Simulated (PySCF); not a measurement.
How the method changes the constants of CoCl

State: triplet, unpaired electrons π ↑, δ ↑. Set-up: PySCF, no relativity, basis sets Co def2-TZVPP, Cl def2-TZVPP. De refers to Co (3d7 4s2) + Cl in their high-spin ground configurations, without counterpoise correction. The functionals are run spin-unrestricted. A positive dipole means Co(−)Cl(+). Levels whose curve was spin-contaminated or gave no clean fit are not listed.

```json
{"Level": "PBE", "Re (Å)": "2.075", "ωe (cm⁻¹)": "414", "De (eV)": "n/a", "μ (D)": "-4.10"}
{"Level": "PBEsol", "Re (Å)": "2.046", "ωe (cm⁻¹)": "432", "De (eV)": "n/a", "μ (D)": "-3.97"}
{"Level": "r²SCAN", "Re (Å)": "2.081", "ωe (cm⁻¹)": "416", "De (eV)": "n/a", "μ (D)": "-4.74"}
{"Level": "PBE0", "Re (Å)": "2.102", "ωe (cm⁻¹)": "402", "De (eV)": "n/a", "μ (D)": "-5.15"}
{"Level": "r²SCAN0", "Re (Å)": "2.105", "ωe (cm⁻¹)": "404", "De (eV)": "n/a", "μ (D)": "-5.44"}
{"Level": "B97-3", "Re (Å)": "2.128", "ωe (cm⁻¹)": "389", "De (eV)": "n/a", "μ (D)": "-5.28"}
{"Level": "HSE06", "Re (Å)": "2.100", "ωe (cm⁻¹)": "404", "De (eV)": "n/a", "μ (D)": "-5.08"}
{"Level": "BHandHLYP", "Re (Å)": "2.143", "ωe (cm⁻¹)": "385", "De (eV)": "n/a", "μ (D)": "-5.85"}
```

Q: What does a quarter of exact exchange do here, going from r²SCAN to r²SCAN0?

A: r²SCAN0 less r²SCAN: +2.4 pm in Re, -2.9 % in ωe. Exact exchange removes part of the self-interaction that spreads semilocal densities, and in most molecules shortens and stiffens the bond and lowers De; here Re and ωe go the other way.

De is left out where the level can put another filling of the metal’s s and d shells below the measured ground configuration, by anything from nothing to about 1 eV. The state is the lowest single determinant that the PBE0 search found; with open d or f shells the true ground state can be another one.

The whole job (state search and all levels along the bond) took about 13 min on 2 threads of Intel Xeon Platinum 8259CL @ 2.50GHz (shared host), peak memory 3 GiB.
